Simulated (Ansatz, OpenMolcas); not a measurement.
CH6FNSn (SMILES [CH3][SnH]([NH2])[F]): the energy, rung by rung

CH6FNSn: 10 atoms, total charge 0, spin state singlet. As SMILES, `[CH3][SnH]([NH2])[F]`. The coordinates come from a PBE0-D4/def2-TZVP relaxation. This is one conformer, not always the lowest.

```xyz
10

C    -1.0233    1.1869    0.3056
Sn   -0.0126   -0.4241   -0.6328
N     1.5222   -1.0852    0.4658
F    -1.3086   -1.8554   -0.5934
H    -1.1915    0.9354    1.3529
H    -0.4324    2.1007    0.2428
H    -1.9853    1.3425   -0.1813
H     0.4133   -0.3293   -2.2803
H     1.7197   -0.6107    1.3332
H     2.3816   -1.3120   -0.0097
```

Quantity: the energy change with the Sn2–H8 bond stretched from 1.704 to 3.068 Å, in eV. The values are calculated.

```tsv
level	kind	program	value (eV)	less CCSD(T)/def2-SVP	CPU time (all runs)
PBE/def2-SVP (core potential) (restricted)	GGA	Ansatz	2.68	-0.09	18 s
revPBE/def2-SVP (core potential) (restricted)	GGA	OpenMolcas	2.64	-0.13	2 min
TPSS/def2-SVP (core potential) (restricted)	meta-GGA	OpenMolcas	2.85	+0.08	2.7 min
B3LYP/def2-SVP (core potential) (restricted)	global hybrid	OpenMolcas	2.93	+0.16	2.1 min
PBE0/def2-SVP (core potential) (restricted)	global hybrid	Ansatz	3.11	+0.34	36 s
CAM-B3LYP/def2-SVP (core potential) (restricted)	range-separated hybrid	Ansatz	3.28	+0.51	23 s
PBE-QIDH/def2-SVP (core potential) (restricted)	double hybrid	Ansatz	3.41	+0.64	29 s
CCSD(T)/def2-SVP (core potential) (restricted)	coupled cluster or CI	Ansatz	2.77	0.00	2.1 min
```

CCSD(T)/def2-SVP (core potential) (restricted) is the highest level here, not the true value. Its T1 diagnostic reaches 0.020, a sign that one reference may not serve. At this stretch a single reference begins to fail. The first shape isn't each level's own minimum. The values span 2.64 to 3.41 eV. In the correlated wave-function rows the outer d shell of Sn is correlated, in sets not made for it. Times are those of the runs behind each value, whatever else they computed, on shared processors of several kinds: orders of magnitude only.
